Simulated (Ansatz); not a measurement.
A run for Ansatz (a quantum-chemistry and plane-wave program): R-wB97M-V/def2-TZVPP on CH3FSn (SMILES [CH3][Sn][F]), a point of a torsion scan. Elements past Kr take the def2 small-core potentials; no spin–orbit coupling.

Ansatz 0.2 input:
```yaml
crystal:
  periodic: [false, false, false]
  atoms:
    - {symbol: C, position_ang: [-0.68183339, 0.02420750, -0.00422748]}
    - {symbol: Sn, position_ang: [1.29752365, 1.13395010, 0.06697516]}
    - {symbol: F, position_ang: [2.43235590, -0.57307689, -0.16103318]}
    - {symbol: H, position_ang: [-0.89567681, -0.43009533, 0.96813148]}
    - {symbol: H, position_ang: [-1.54018710, 0.64628035, -0.27151485]}
    - {symbol: H, position_ang: [-0.61487954, -0.79066811, -0.72946082]}
basis:
  gaussian:
    orbitals: def2-TZVPP
hamiltonian:
  xc: {name: wB97M-V}
scf: {lower_state_search: off}
```

Output:

```
WARN ansatz: RAYON_NUM_THREADS=1 ignored (pool sized by the plan → 1); use --threads N
Functional definition: wB97M-V
these checks for a lower state are left out or cut short: stability, starts, cluster_reference, orbital_swaps, neighbouring_geometries, increment
integrals: 0.08 GiB planned
945 factors; their error is unknown
integrals: 0.11 GiB planned
213 factors; integrals over basis functions are off by at most 3.6e-5 eV
mean field: 0.73 GiB planned
mean field evaluation 1: about -9627.0266 eV, gradient 5.8e1 eV
mean field evaluation 2: about -9623.8645 eV, gradient 7.8e1 eV
mean field evaluation 4: about -9634.0134 eV, gradient 3.1e0 eV
mean field evaluation 8: about -9634.0429 eV, gradient 5.9e-2 eV
mean field evaluation 16: about -9634.0901 eV, gradient 7.7e-5 eV
mean field -9634.09011904 eV, -354.0462816541 hartree, gradient 6.1e-6 eV, S^2 0.000000; 0 other end points of the search recorded, 0 dependent functions left out
reference -9634.09016585 eV, -354.0462833740 hartree; 20, 20 occupied and 134, 134 virtual orbitals, 945 factors
Total energy: -9634.09016585 eV, -354.0462833740 hartree
Checks for a lower state left out: stability, starts, cluster_reference, orbital_swaps, neighbouring_geometries, increment
```

The calculation finished and met its thresholds.

Cost: about 5 core-seconds (a rough figure).
